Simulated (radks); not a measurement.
Excited configurations of Tl I: one electron is placed in a higher orbital outside [Hg]. The ground configuration is [Hg] 6p1. Calculated with a radial shooting solver on a logarithmic mesh with Libxc functionals: Dirac Kohn-Sham, PBE, spin-unpolarised, spherical densities, point nucleus; open shells are shared between the two j in proportion to 2j + 1. Excitation = E - E(ground); binding = E(ion) - E, where the ion is the core of charge +1; n* = 1/sqrt(2 binding) in atomic units, and the quantum defect is n - n*. Eigenvalue and <r> are those of j = l + 1/2.

outer orbital  excitation (eV)  binding (eV)     n*  quantum defect  eigenvalue (eV)  <r> (bohr)
5f                       4.362         0.911  3.865           1.135           -0.434       17.34
6d                       3.641         1.632  2.888           3.112           -0.708       9.927
6f                       4.644         0.629  4.650           1.350           -0.366       29.34
7s                       2.422         2.851  2.185           4.815           -1.643       7.567
7p                       3.342         1.931  2.655           4.345           -1.045       10.48
7d                       4.241         1.032  3.631           3.369           -0.568       18.51
7f                       4.818         0.455  5.469           1.531           -0.286       43.97

The Delta-SCF ionisation energy is 5.273 eV (NIST Atomic Spectra Database: 6.108 eV, measured). Self-interaction in the functional shifts the binding energies and quantum defects, so they are the method's values and not measured ones. Spin polarisation and multiplet splitting are left out, so open shells lie too high by an amount that depends on their filling. Sharing an open shell by 2j + 1 raises it above the true ground level by a part of the spin-orbit splitting, which enters the differences from NIST.

Beside tabulated values, note that spin-unpolarised runs miss the spin-polarisation part of the exchange energy of open shells.
